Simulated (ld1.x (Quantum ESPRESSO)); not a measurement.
## What one change does to a pseudopotential (europium (Eu), TM)

| Property | Result |
| --- | --- |
| Element | Eu (Z = 63) |
| Generator | ld1.x (Quantum ESPRESSO) 7.5 |
| Type | norm-conserving Troullier–Martins (Kleinman–Bylander form) |
| Functional | PBEsol |
| Relativity | scalar-relativistic |
| Frozen core | [Xe] 4f6 |
| Valence charge | 3 |
| Reference configuration | 5d1 6s0 6p0 (charge +2) |
| Partial waves | 6s (bound, empty): rc 2.30 bohr; 6p (bound, empty): rc 3.85 bohr; 5d (bound): rc 3.45 bohr |
| Local potential | all-electron potential smoothed inside 3.45 bohr (lloc = -1) |
| Core correction | Bessel-smoothed model core inside 2.15 bohr |

Change: all radii but the core radius scaled by about 1.38 (s 3.18, p 5.32, d 4.76 bohr); local potential all-electron potential smoothed inside 4.76 bohr (lloc = -1).

Cutoffs: the cutoffs (Ry, on a coarse ladder) from which the occupation-weighted sum of valence levels, in a spherical-Bessel basis at the reference potential, stays within 10 and 1 mRy of its value at 400 Ry; they do not see the model core or the augmentation charge, which bear on the density cutoff. Errors are all-electron minus pseudo energies relative to the spin-unpolarised reference configuration.

**Question.** How do hardness, ghosts and transferability respond?

**Answer.** The potential gets softer (12 Ry and 18 Ry → 10 Ry and 12 Ry); the bound ghost in s disappears; of the 7 tests that both files solve, the error grows in 6 and shrinks in 0 by more than 15 % and 0.3 meV (median size 35.6 → 111.7 meV). A larger radius leaves more room for a smooth pseudo-wave, so fewer plane waves are needed. More of the atom is replaced by a form fitted at one configuration, so other configurations suffer.

| quantity | base | changed |
| --- | --- | --- |
| cutoff, loose | 12 Ry | 10 Ry |
| cutoff, tight | 18 Ry | 12 Ry |
| bound ghosts | s | none |
| error for 5d1 6s2 6p0, meV [ΔE -18.46 eV] | +36 | -186 |
| error for 5d1 6s1 6p0, meV [ΔE -11.88 eV] | 0.0 | -65 |
| error for 5d1 6s1.5 6p0, meV [ΔE -15.81 eV] | +15 | -126 |
| error for 5d0 6s2 6p1, meV [ΔE -16.51 eV] | -45 | -111 |
| error for 5d1 6s1 6p1, meV [ΔE -15.63 eV] | +28 | -112 |
| error for 5d2 6s0 6p0, meV [ΔE -10.98 eV] | -130 | -125 |
| error for 5d0 6s2 6p0, meV [ΔE -12.29 eV] | -40 | -55 |

 A true bound ghost makes a file unfit for plane-wave use even where its test errors are small: the radial tests pick states by their node count and pass the ghost by.
